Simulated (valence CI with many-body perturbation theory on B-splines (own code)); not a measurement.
**Level structure of La49+**

Computed by relativistic CI+MBPT: six valence electrons over a frozen Dirac-Fock core [He], radial functions for each j: 9 s, 9 p, 8 d, 6 f, 3 g, 1 h, with the one-electron correlation potential Σ1, the two-electron term Σ2, the three-electron term Σ3, Breit, model QED; selected CI, second order for the rest, scaled by the run's own slope (own B-spline code, finite nucleus).

No measured spectrum was set against this ion. As an estimate, large intervals hold to a few tenths of a per cent, small ones and those within an open d or f shell to about a per cent. Among the levels kept, up to 2300 cm⁻¹ of a level comes from second order outside the variational space, and about a tenth of that is noise between levels of different J, which matters for small intervals.

Levels 1 to 45 of 70, with energies above the lowest level, (2s^2 2p1/2^2 2p3/2^2) J=2. "Leading %" is the weight of the configuration and term that name the level; weights of strongly mixed levels are sums over their largest components and can fall short, so below about 35 % the name and the second component can differ from the true leading terms, or belong to a minority configuration. In the jj column 3d3/2^4 stands for four electrons in 3d with j = 3/2.

```
No.  Configuration  Term  J  E (× 10³ cm⁻¹)  Leading %      g                        Leading jj
  1        2s2.2p4    3P  2            0.00         70  1.329      2s^2 2p1/2^2 2p3/2^2 (100 %)
  2        2s2.2p4    1S  0          332.49         63             2s^2 2p1/2^2 2p3/2^2 (100 %)
  3        2s2.2p4    3P  1          3438.6        100  1.483        2s^2 2p1/2 2p3/2^3 (100 %)
  4        2s2.2p4    1D  2          3577.0         70  1.129        2s^2 2p1/2 2p3/2^3 (100 %)
  5         2s.2p5   3P°  2          5694.7        100  1.480        2s 2p1/2^2 2p3/2^3 (100 %)
  6         2s.2p5   1P°  1          6159.1         56  1.199         2s 2p1/2^2 2p3/2^3 (99 %)
  7        2s2.2p4    3P  0          7137.4         63                      2s^2 2p3/2^4 (99 %)
  8         2s.2p5   3P°  0          9200.8        100                 2s 2p1/2 2p3/2^4 (100 %)
  9         2s.2p5   3P°  1          9464.5         56  1.257           2s 2p1/2 2p3/2^4 (99 %)
 10            2p6    1S  0           12113         99                   2p1/2^2 2p3/2^4 (99 %)
 11     2s2.2p3.3s   3P°  2           40364         47  1.515      2s^2 2p1/2^2 2p3/2 3s (99 %)
 12     2s2.2p3.3s   1P°  1           40420         31  1.178     2s^2 2p1/2^2 2p3/2 3s (100 %)
 13     2s2.2p3.3p    3P  1           41029         31  1.500   2s^2 2p1/2^2 2p3/2 3p1/2 (99 %)
 14     2s2.2p3.3p    3D  2           41043         25  1.189   2s^2 2p1/2^2 2p3/2 3p1/2 (99 %)
 15     2s2.2p3.3p    3D  3           42011         48  1.340   2s^2 2p1/2^2 2p3/2 3p3/2 (99 %)
 16     2s2.2p3.3p    3P  1           42012         36  1.368   2s^2 2p1/2^2 2p3/2 3p3/2 (99 %)
 17     2s2.2p3.3p    3P  2           42174         43  1.322   2s^2 2p1/2^2 2p3/2 3p3/2 (99 %)
 18     2s2.2p3.3p    3P  0           42323         73          2s^2 2p1/2^2 2p3/2 3p3/2 (99 %)
 19     2s2.2p3.3d   3D°  2           42725         33  1.032   2s^2 2p1/2^2 2p3/2 3d3/2 (98 %)
 20     2s2.2p3.3d   3F°  3           42773         27  1.111   2s^2 2p1/2^2 2p3/2 3d3/2 (95 %)
 21     2s2.2p3.3d   3D°  1           42794         32  1.118   2s^2 2p1/2^2 2p3/2 3d3/2 (99 %)
 22     2s2.2p3.3d   3P°  0           42805         61          2s^2 2p1/2^2 2p3/2 3d3/2 (99 %)
 23     2s2.2p3.3d   3F°  4           42998         49  1.254  2s^2 2p1/2^2 2p3/2 3d5/2 (100 %)
 24     2s2.2p3.3d   3D°  2           43065         34  1.249   2s^2 2p1/2^2 2p3/2 3d5/2 (98 %)
 25     2s2.2p3.3d   3D°  3           43167         45  1.193   2s^2 2p1/2^2 2p3/2 3d5/2 (94 %)
 26     2s2.2p3.3d   3D°  1           43230         36  1.037   2s^2 2p1/2^2 2p3/2 3d5/2 (99 %)
 27     2s2.2p3.3s   5S°  2           43685         54  1.582      2s^2 2p1/2 2p3/2^2 3s (99 %)
 28     2s2.2p3.3s   3S°  1           43754         55  1.306     2s^2 2p1/2 2p3/2^2 3s (100 %)
 29     2s2.2p3.3s   3D°  3           43864         99  1.313      2s^2 2p1/2 2p3/2^2 3s (99 %)
 30     2s2.2p3.3s   1D°  2           43910         66  1.037     2s^2 2p1/2 2p3/2^2 3s (100 %)
 31     2s2.2p3.3s   3P°  0           44138         99             2s^2 2p1/2 2p3/2^2 3s (99 %)
 32     2s2.2p3.3s   3P°  1           44161         66  1.314      2s^2 2p1/2 2p3/2^2 3s (99 %)
 33     2s2.2p3.3p    5P  1           44336         45  1.644   2s^2 2p1/2 2p3/2^2 3p1/2 (99 %)
 34     2s2.2p3.3p    3F  2           44396         34  1.209   2s^2 2p1/2 2p3/2^2 3p1/2 (99 %)
 35     2s2.2p3.3p    3F  3           44523         44  1.097  2s^2 2p1/2 2p3/2^2 3p1/2 (100 %)
 36     2s2.2p3.3p    3P  2           44726         53  1.318   2s^2 2p1/2 2p3/2^2 3p1/2 (99 %)
 37     2s2.2p3.3p    3D  1           44785         73  0.651   2s^2 2p1/2 2p3/2^2 3p1/2 (99 %)
 38     2s2.2p3.3p    3P  0           45042         64          2s^2 2p1/2 2p3/2^2 3p1/2 (96 %)
 39     2s2.2p3.3p    5P  3           45294         47  1.408   2s^2 2p1/2 2p3/2^2 3p3/2 (88 %)
 40     2s2.2p3.3p    3P  2           45327         38  1.421   2s^2 2p1/2 2p3/2^2 3p3/2 (97 %)
 41     2s2.2p3.3p    3P  0           45347         99          2s^2 2p1/2 2p3/2^2 3p3/2 (96 %)
 42     2s2.2p3.3p    1P  1           45449         47  0.989   2s^2 2p1/2 2p3/2^2 3p3/2 (98 %)
 43     2s2.2p3.3p    3D  3           45474         53  1.233   2s^2 2p1/2 2p3/2^2 3p3/2 (90 %)
 44     2s2.2p3.3p    3F  4           45503        100  1.234  2s^2 2p1/2 2p3/2^2 3p3/2 (100 %)
 45     2s2.2p3.3p    3P  1           45646         74  1.437   2s^2 2p1/2 2p3/2^2 3p3/2 (96 %)
```

The ionisation energy to 2s2.2p3 2P°_3/2 of the next ion comes out as 9184.6 eV (NIST: 9184 ± 4 eV (theoretical)). All 70 levels together are meant to be complete up to 46515 × 10³ cm⁻¹.
